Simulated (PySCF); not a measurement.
## [FeBr4]- by CASSCF and spin-orbit coupling

[FeBr4]- holds Fe(III), d5, at total charge -1. The structure is a PBE0-D3(BJ)/def2-SVP geometry optimised for multiplicity 6; coordination tetrahedral, point group Td, metal–donor distances 2.36 Å.

```
5

Fe    0.0000    0.0000    0.0000
Br    1.3604    1.3604    1.3604
Br    1.3604   -1.3604   -1.3604
Br   -1.3604   -1.3604    1.3604
Br   -1.3604    1.3604   -1.3604
```

Method (PySCF 2.14, density fitting): CASSCF(5,5) with orbitals averaged over all microstates of the shell, strongly contracted NEVPT2 on the averaged canonical orbitals; basis x2c-TZVPall on the metal, x2c-SVPall elsewhere; spin-free X2C; IEF-PCM dichloromethane; spin-orbit coupling by state interaction with the mean-field operator over all roots.

## Spin-free states

| 2S+1 | deg. | symmetry | free-ion term | CASSCF / cm⁻¹ | NEVPT2 / cm⁻¹ | f(ED) | occupations |
| --- | --- | --- | --- | --- | --- | --- | --- |
| 6 | 1 | 6A1 | 6S 1.00 | 0 | 0 | – | 1.0 1.0 1.0 1.0 1.0 |
| 4 | 3 | 4T1 | 4G 0.74 | 28124 | 21823 | – | 1.4 1.4 0.7 0.7 0.7 |
| 4 | 3 | 4T2 | 4G 0.98 | 29406 | 25962 | – | 1.1 1.1 0.9 0.9 0.9 |
| 4 | 2 | 4E | 4G 0.99 | 30460 | 27782 | – | 1.0 1.0 1.0 1.0 1.0 |
| 4 | 1 | 4A1 | 4G 1.00 | 30536 | 28123 | – | 1.0 1.0 1.0 1.0 1.0 |
| 4 | 3 | 4T2 | 4D 0.94 | 36473 | 30204 | – | 1.2 1.2 0.9 0.9 0.9 |
| 2 | 3 | 2T2 | 2I 0.65 | 40062 | 30309 | – | 1.7 1.7 0.5 0.5 0.5 |
| 4 | 2 | 4E | 4D 0.99 | 38424 | 33770 | – | 1.0 1.0 1.0 1.0 1.0 |
| 2 | 1 | 2A2 | 2I 0.79 | 40830 | 34646 | – | 1.4 1.4 0.8 0.8 0.8 |
| 4 | 3 | 4T1 | 4P 0.73 | 37614 | 35763 | – | 0.7 0.7 1.2 1.2 1.2 |
| 2 | 3 | 2T1 | 2I 0.85 | 41825 | 36158 | – | 1.3 1.3 0.8 0.8 0.8 |
| 2 | 3 | 2T2 | 2I 0.89 | 41950 | 37120 | – | 1.2 1.2 0.8 0.8 0.8 |
| 2 | 2 | 2E | 2I 0.93 | 42383 | 38319 | – | 1.1 1.1 0.9 0.9 0.9 |
| 2 | 3 | 2T2 | 2D 0.48 | 46397 | 39911 | – | 1.2 1.2 0.9 0.9 0.9 |
| 2 | 2 | 2E | 2D 0.73 | 47437 | 39957 | – | 1.2 1.2 0.8 0.8 0.8 |
| 2 | 1 | 2A1 | 2I 1.00 | 43497 | 40828 | – | 1.0 1.0 1.0 1.0 1.0 |
| 2 | 3 | 2T1 | 2F 0.69 | 49405 | 42192 | – | 1.2 1.2 0.8 0.8 0.8 |
| 4 | 3 | 4T1 | 4F 0.98 | 50072 | 43200 | – | 0.9 0.9 1.0 1.0 1.0 |
| 2 | 3 | 2T2 | 2F 0.29 | 51238 | 45314 | – | 1.0 1.0 1.0 1.0 1.0 |
| 4 | 1 | 4A2 | 4F 1.00 | 53301 | 46368 | – | 1.0 1.0 1.0 1.0 1.0 |
| 2 | 3 | 2T1 | 2H 0.80 | 52728 | 47134 | – | 1.0 1.0 1.0 1.0 1.0 |
| 2 | 1 | 2A1 | 2G 0.99 | 54319 | 47211 | – | 1.1 1.1 0.9 0.9 0.9 |
| 4 | 3 | 4T2 | 4F 0.93 | 52744 | 47483 | – | 0.7 0.7 1.2 1.2 1.2 |
| 2 | 1 | 2A2 | 2F 0.79 | 51324 | 47591 | – | 0.7 0.7 1.2 1.2 1.2 |
| 2 | 2 | 2E | 2G 0.42 | 53750 | 48136 | – | 1.0 1.0 1.0 1.0 1.0 |
| 2 | 3 | 2T1 | 2H 0.65 | 54423 | 49668 | – | 0.9 0.9 1.1 1.1 1.1 |
| 2 | 3 | 2T2 | 2F 0.81 | 57897 | 50464 | – | 1.0 1.0 1.0 1.0 1.0 |
| 2 | 3 | 2T2 | 2G 0.54 | 55817 | 51120 | – | 0.8 0.8 1.1 1.1 1.1 |
| 2 | 2 | 2E | 2G 0.53 | 56113 | 51397 | – | 0.8 0.8 1.1 1.1 1.1 |
| 2 | 3 | 2T1 | 2G 0.60 | 56532 | 52464 | – | 0.7 0.7 1.2 1.2 1.2 |
| 2 | 3 | 2T1 | 2F 0.90 | 59514 | 52558 | – | 0.9 0.9 1.1 1.1 1.1 |
| 2 | 1 | 2A2 | 2F 1.00 | 59957 | 53485 | – | 0.9 0.9 1.1 1.1 1.1 |
| 2 | 1 | 2A1 | 2S 0.95 | 64906 | 55000 | – | 1.1 1.1 0.9 0.9 0.9 |
| 2 | 3 | 2T2 | 2H 0.40 | 59895 | 57841 | – | 0.4 0.4 1.4 1.4 1.4 |
| 2 | 2 | 2E | 2D 0.95 | 72325 | 61867 | – | 1.0 1.0 1.0 1.0 1.0 |
| 2 | 3 | 2T2 | 2D 0.94 | 73020 | 63232 | – | 0.9 0.9 1.1 1.1 1.1 |
| 2 | 2 | 2E | 2G 0.96 | 79937 | 68096 | – | 1.0 1.0 1.0 1.0 1.0 |
| 2 | 3 | 2T1 | 2G 0.99 | 79860 | 68701 | – | 0.9 0.9 1.1 1.1 1.1 |
| 2 | 1 | 2A1 | 2G 0.96 | 80318 | 70047 | – | 0.8 0.8 1.1 1.1 1.1 |
| 2 | 3 | 2T2 | 2G 0.96 | 80624 | 70179 | – | 0.8 0.8 1.1 1.1 1.1 |
| 2 | 3 | 2T1 | 2P 1.00 | 97671 | 81296 | – | 1.0 1.0 1.0 1.0 1.0 |
| 2 | 2 | 2E | 2D 0.99 | 104948 | 86993 | – | 0.9 0.9 1.1 1.1 1.1 |
| 2 | 3 | 2T2 | 2D 0.99 | 106343 | 88774 | – | 0.9 0.9 1.1 1.1 1.1 |

Energies are counted from the ground state at NEVPT2 level. Weights follow the labels. f(ED) is the electric-dipole oscillator strength from the ground state at the fixed geometry, without vibronic coupling; occupations, where given, run over the ligand-field orbitals from the lowest.

## Magnetism

The ground multiplet follows a spin Hamiltonian with S = 5/2, g = 2.002, 2.002, 2.002, D = 0 (spin-orbit part alone); the lowest levels hold 100 % of the spin-free ground state. μeff is 5.92 μB at 300 K and 5.92 μB at 10 K; the spin-only value is 5.92 μB.

| T / K | χT / cm³ K mol⁻¹ | μeff / μB |
| --- | --- | --- |
| 2 | 4.385 | 5.92 |
| 5 | 4.385 | 5.92 |
| 10 | 4.385 | 5.92 |
| 20 | 4.385 | 5.92 |
| 30 | 4.385 | 5.92 |
| 50 | 4.385 | 5.92 |
| 75 | 4.385 | 5.92 |
| 100 | 4.385 | 5.92 |
| 150 | 4.385 | 5.92 |
| 200 | 4.385 | 5.92 |
| 250 | 4.385 | 5.92 |
| 300 | 4.385 | 5.92 |

Powder magnetisation at 2 K: 1.84 μB at 0.5 T, 3.13 μB at 1 T, 4.30 μB at 2 T, 4.70 μB at 3 T, 4.93 μB at 5 T, 4.99 μB at 7 T.

## Spin-orbit levels

```json
{"E / cm⁻¹": "0.0", "deg.": "6", "make-up": "1.00 6A1", "g (S′ = 1/2)": "–"}
{"E / cm⁻¹": "21781.2", "deg.": "2", "make-up": "1.00 4T1", "g (S′ = 1/2)": "2.35 2.35 2.35"}
{"E / cm⁻¹": "21798.7", "deg.": "4", "make-up": "1.00 4T1", "g (S′ = 1/2)": "–"}
{"E / cm⁻¹": "21833.3", "deg.": "4", "make-up": "1.00 4T1", "g (S′ = 1/2)": "–"}
{"E / cm⁻¹": "21863.6", "deg.": "2", "make-up": "1.00 4T1", "g (S′ = 1/2)": "3.04 3.04 3.04"}
{"E / cm⁻¹": "25900.2", "deg.": "4", "make-up": "1.00 4T2", "g (S′ = 1/2)": "–"}
{"E / cm⁻¹": "25902.9", "deg.": "2", "make-up": "1.00 4T2", "g (S′ = 1/2)": "3.30 3.30 3.30"}
{"E / cm⁻¹": "25995.2", "deg.": "4", "make-up": "1.00 4T2", "g (S′ = 1/2)": "–"}
{"E / cm⁻¹": "26045.2", "deg.": "2", "make-up": "1.00 4T2", "g (S′ = 1/2)": "1.95 1.95 1.95"}
{"E / cm⁻¹": "27773.7", "deg.": "2", "make-up": "1.00 4E", "g (S′ = 1/2)": "1.91 1.91 1.91"}
{"E / cm⁻¹": "27778.8", "deg.": "4", "make-up": "1.00 4E", "g (S′ = 1/2)": "–"}
{"E / cm⁻¹": "27784.3", "deg.": "2", "make-up": "1.00 4E", "g (S′ = 1/2)": "–"}
{"E / cm⁻¹": "28120.6", "deg.": "4", "make-up": "1.00 4A1", "g (S′ = 1/2)": "–"}
{"E / cm⁻¹": "29989.1", "deg.": "2", "make-up": "0.96 4T2 + 0.03 2T2", "g (S′ = 1/2)": "–"}
{"E / cm⁻¹": "30031.5", "deg.": "4", "make-up": "0.71 4T2 + 0.29 2T2", "g (S′ = 1/2)": "–"}
{"E / cm⁻¹": "30297.7", "deg.": "4", "make-up": "0.99 4T2", "g (S′ = 1/2)": "–"}
```

Only the lowest levels are listed: 52 of 252 states.

No frequencies were computed for the optimised geometry. Charge-transfer states lie outside this active space and may come lower than some of these levels. NEVPT2 on the d shell alone tends to put d–d bands too high for such charged or covalently bound ions. Gaps between spin states lean to high spin in this active space.

The job took 36 s on one thread of Arm Neoverse V2 (shared host), with 176 basis functions and a peak of 0.59 GiB, launched as `OMP_NUM_THREADS=1 python lf_run.py task.json out`.
